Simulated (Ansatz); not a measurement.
Stepwise reaction of silanol with hydrogen sulfide, as a gas-phase model of exchange steps in deposition or etching. ΔE in kJ/mol; ΔG adds harmonic PBE0-D4 terms to CCSD(T)/CBS, at 1 bar.

Isolated molecules relaxed with PBE0-D4/def2-TZVP in Ansatz; ΔE leaves out vibrations. CBS: MP2 limit from def2 TZ/QZ plus the TZ coupled-cluster correction, frozen cores. This one scheme is used for every species. Functionals use def2-TZVPP. B3LYP here is the variant with VWN-RPA as its local correlation; programs differ in this. Each species was taken in one conformer, which may not be the lowest.

```tsv
step	reaction	PBE-D4	B3LYP-D4	ωB97M-V	CCSD(T)/CBS	ΔG(600 K)
1	`O[SiH3]` + H₂S → `O[SiH2]S` + H₂	-58.4	-50.2	-51.5	-52.0	-37.9
```

Problem. Give the row of step 2, `O[SiH2]S` + H₂S → `O[SiH](S)S` + H₂. (Best estimate.)

Solution. Computed: 
```json
{"step": "2", "reaction": "`O[SiH2]S` + H₂S → `O[SiH](S)S` + H₂", "PBE-D4": "-51.0", "B3LYP-D4": "-43.6", "ωB97M-V": "-43.8", "CCSD(T)/CBS": "-45.0", "ΔG(600 K)": "-33.9"}
```

Problem. By hand: ΔE of the 2 steps together at CCSD(T)/CBS.

Solution. (-52.0) + (-45.0) = -97.0 kJ/mol, or -48.5 kJ/mol a step.

In ΔE each step is higher than the one before. All are downhill at CCSD(T)/CBS. ΔG lies between -37.9 and -33.9 kJ/mol a step. PBE-D4 differs from CCSD(T)/CBS by -6.4 to -6.0 kJ/mol a step. Isolated molecules leave out the surface, adducts and barriers. Largest T1 diagnostic: 0.012.
